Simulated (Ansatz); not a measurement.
Cost and result for the atomization energy of `C#C[Si](F)Cl` radical (6 atoms, 5 bonds).

```xyz
6

C    -1.115    0.911   -1.030
C    -0.278    0.333   -0.380
Si    1.126   -0.340    0.535
F     1.477   -1.783   -0.038
Cl    0.659   -0.527    2.511
H    -1.869    1.407   -1.599
```

Total charge 0; spin multiplicity 2. All single points use the PBE0-D4/def2-TZVP geometry. Program: Ansatz. All runs use 4 threads of an Intel Xeon 6975P-C on a shared host. Times are those of one run each, without the atoms' runs, and a repeat can differ threefold. Electronic energies, without spin–orbit coupling; frozen cores. CCSD(T)/CBS adds CCSD(T) − MP2 in def2-TZVPP to the MP2 limit, and its time is that of the two runs behind it. T1 = 0.018; ⟨S²⟩ of the reference is 0.78. B3LYP takes the VWN-RPA correlation (the form of Gaussian; ORCA's B3LYP/G). HSE06 is the plane-wave form, built on full-range PBE exchange.

CCSD(T)/CBS is a level of theory with its own doubt, some kJ/mol a heavy atom from the limit and from the frozen cores, so smaller differences don't rank the functionals.

| level | functions | wall time |
| --- | --- | --- |
| revPBE-D4/def2-TZVPP | 191 | 1.1 s |
| B3LYP-D4/def2-TZVPP (with forces) | 191 | 2 s |
| HSE06-D4/def2-TZVPP | 191 | 2.1 s |
| CAM-B3LYP-D4/def2-TZVPP | 191 | 2.2 s |
| BHLYP-D4/def2-TZVPP | 191 | 2.3 s |
| r2SCAN-D4/def2-TZVPP (with forces) | 191 | 2.6 s |
| CCSD(T)/def2-SVP | 83 | 2.9 s |
| r2SCANh-D4/def2-TZVPP | 191 | 3.1 s |
| PBE-QIDH/def2-TZVPP | 191 | 3.4 s |
| ωB97M-V/def2-TZVPP (with forces) | 191 | 5.5 s |
| MP2/def2-QZVPP | 341 | 18 s |
| CCSD(T)/def2-TZVPP | 191 | 46 s |
| CCSD(T)/CBS(def2) | – | 64 s |

**Question.** What atomization energy does each give, and how far from CCSD(T)/CBS? (An estimate is asked.)

**Answer.** Ansatz gave: 
```tsv
level	atomization (kJ/mol)	difference from CCSD(T)/CBS	per bond
revPBE-D4/def2-TZVPP	2519.1	13.9	2.8
B3LYP-D4/def2-TZVPP (with forces)	2493.4	-11.8	-2.4
HSE06-D4/def2-TZVPP	2524.8	19.6	3.9
CAM-B3LYP-D4/def2-TZVPP	2501.6	-3.6	-0.7
BHLYP-D4/def2-TZVPP	2392.4	-112.8	-22.6
r2SCAN-D4/def2-TZVPP (with forces)	2536.9	31.7	6.3
CCSD(T)/def2-SVP	2317.1	-188.1	-37.6
r2SCANh-D4/def2-TZVPP	2509.0	3.8	0.8
PBE-QIDH/def2-TZVPP	2505.0	-0.2	0.0
ωB97M-V/def2-TZVPP (with forces)	2508.7	3.5	0.7
MP2/def2-QZVPP	2589.4	84.2	16.9
CCSD(T)/def2-TZVPP	2423.0	-82.2	-16.4
CCSD(T)/CBS(def2)	2505.2	0.0	0.0
```

From r2SCAN to r2SCAN0 (25 % exact exchange), in def2-TZVPP and without D4, the atomization energy moves by −69.0 kJ/mol: exact exchange takes away binding that semilocal exchange gives to molecules. The D4 term adds +25.6 kJ/mol with B3LYP and +13.3 kJ/mol with PBE0; it sums over pairs of atoms, weighted by their polarisabilities, and B3LYP, whose exchange is more repulsive, gets the larger term. In def2-TZVPP, CCSD(T) changes the Hartree–Fock value by +603.3 kJ/mol (the triples alone add +57.7 kJ/mol) and MP2 by +720.0 kJ/mol; breaking electron pairs costs correlation energy, which Hartree–Fock lacks.
